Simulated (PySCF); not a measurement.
Coordinates in bohr (charge 0 multiplicity 2):
```
Re    0.0000    0.0000    0.0000
S     4.0288    0.0000    0.0000
S    -2.0144    3.4891    0.0000
S    -2.0144   -3.4891    0.0000
```

Level of theory: UB3LYP/[Re def2-SVP with ECP60, S def2-SVP], scalar-relativistic core potentials, density fitting, no spin–orbit coupling, PySCF.

This geometry of ReS₃ is a stationary point at this level.

What is the point group?

D3h.

Is it a minimum?

No: it has 1 imaginary mode, at 76i cm⁻¹ (a2'').

List the harmonic modes with their infrared intensities.


| symmetry | ω (cm⁻¹) | IR (km/mol, summed over degenerate members) |
| --- | --- | --- |
| a2'' | 76i | – |
| e' | 158 | 5.0 |
| a1' | 520 | 0.0 |
| e' | 536 | 94.0 |

What are the dipole moment and the gap between the highest occupied and lowest empty levels of either spin?

0.00 D and 2.30 eV.

Give the atomic charges and bond orders.


```json
{"atom": "Re1", "Mulliken": "0.38", "Löwdin": "-0.73", "polar tensor": "0.99", "spin (Mulliken)": "1.29", "Mayer order to Re1": "–"}
{"atom": "S2,3,4", "Mulliken": "-0.13", "Löwdin": "0.24", "polar tensor": "-0.33", "spin (Mulliken)": "-0.10", "Mayer order to Re1": "1.99"}
```

In D3h the vibrations span a2'' + 2e' + a1'. The a1' mode carries no infrared intensity, as symmetry demands.

Only a few start shapes were tried, so a lower isomer may exist. With open d or f shells other occupations or spin states may lie lower. At this level a doublet minimum of C3v symmetry lies 7 kJ/mol below this structure. With an element this heavy the missing spin–orbit coupling can shift these numbers.
